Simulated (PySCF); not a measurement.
TaCl3, SMILES [Cl][Ta]([Cl])[Cl] (connectivity only; charge and spin as stated), neutral, multiplicity 3. Atoms are numbered in the order given.

```xyz
4

Ta     0.0000     0.0000    -0.0623
Cl     0.0000     2.0901    -0.9915
Cl     0.0000    -2.0901    -0.9915
Cl     0.0000     0.0000     2.2506
```
Charge 0, spin multiplicity 3.

Geometry optimised at PBE0-D3(BJ)/def2-SVP. A frequency run showed that this geometry is not a minimum. The multiplicity is an assumed one; other spin states were not compared. The def2 effective core potentials stand for the cores of Ta; spin–orbit coupling is left out.

These are PySCF with B3LYP/def2-TZVPD values and carry that method's errors.

Mulliken values depend strongly on the basis, most of all with diffuse functions as here. ESP charges are fitted to the potential on shells at 1.4 to 2.0 van der Waals radii. Atomic charges (e):

```
atom  Mulliken     ESP fit  Mulliken spin
----  --------  ----------  -------------
Ta1       0.97  (withheld)           2.04
Cl2      -0.31  (withheld)          -0.03
Cl3      -0.31  (withheld)          -0.03
Cl4      -0.36  (withheld)           0.03
```

Question: Some entries are withheld; supply them. (The exact figures need the calculation; the answer reports its results.)

Answer: 
- Ta1, ESP fit: 0.41
- Cl2, ESP fit: -0.11
- Cl3, ESP fit: -0.11
- Cl4, ESP fit: -0.18
